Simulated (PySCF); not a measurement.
Compound: CH10O2SSi3.
SMILES: `[SiH3]O[C@@H]([SiH3])O[SiH2]S`

Computed with TDDFT PBE0/def2-SVPD, vertical, gas phase, core orbitals frozen in the response in PySCF 2.14.0, density-fitted response routines. Isolated species at its GFN2-xTB geometry (one conformer only). Torsions of this conformer, `[SiH3:1][O:2][C@@H:3]([SiH3:4])[O:5][SiH2:6][SH:7]`: Si1–O2–C3–Si4 110°, O2–C3–O5–Si6 -7°, C3–O5–Si6–S7 -175°, H–S7–Si6–O5 -2°.

Q: Predict the UV-vis stick spectrum at this level.

A: 

```
state  E (eV)  ν̃ (cm⁻¹)       f  |μ| (D)   main configurations (H = HOMO, L = LUMO)
   S1    5.77      46510  0.0025     0.34                     H→L+1 (81%), H→L (13%)
   S2    5.99      48340  0.0059     0.51                     H-1→L (54%), H→L (35%)
   S3    6.06      48900  0.0006     0.17                     H→L (46%), H-1→L (43%)
   S4    6.34      51120   0.036     1.22                   H→L+2 (60%), H→L+3 (30%)
   S5    6.56      52880  0.0039     0.40                              H-1→L+1 (88%)
   S6    6.84      55140   0.047     1.35                              H-1→L+2 (83%)
   S7    6.88      55470  0.0004     0.13      H→L+3 (37%), H→L+2 (21%), H→L+6 (11%)
   S8    7.04      56770  0.0030     0.33  H→L+4 (29%), H-1→L+3 (26%), H-1→L+5 (11%)
```

Triplets (Tamm–Dancoff): T1 5.36 eV, H→L+1 (80%); T2 5.80 eV, H-1→L (78%), H→L (12%); T3 5.89 eV, H→L (53%), H-1→L (14%), H→L+9 (9%).

The lowest singlet lies at 5.77 eV (215 nm, ultraviolet) and is very weak; its leading configuration is HOMO→LUMO+1 (81%). The strongest level in the table is S6 at 6.84 eV (181 nm, f = 0.047). Löwdin shares by element: HOMO sulfur 75%, silicon 11% or more, hydrogen 7% or more; LUMO silicon 31% or more, hydrogen 26% or more (atoms not listed hold the other 44%). Weighted by f, the mean energy of these states is 6.57 eV. Orbital energies (eV): HOMO-3 -9.20, HOMO-2 -8.83, HOMO-1 -7.58, HOMO -7.13, LUMO -0.38, LUMO+1 0.15, LUMO+2 0.32. The oscillator strengths of these states sum to 0.099; summed over the whole spectrum of an exact calculation they would give the number of electrons, 90 (Thomas–Reiche–Kuhn). Only the lowest 8 singlets were computed, as vertical energies without vibronic structure.
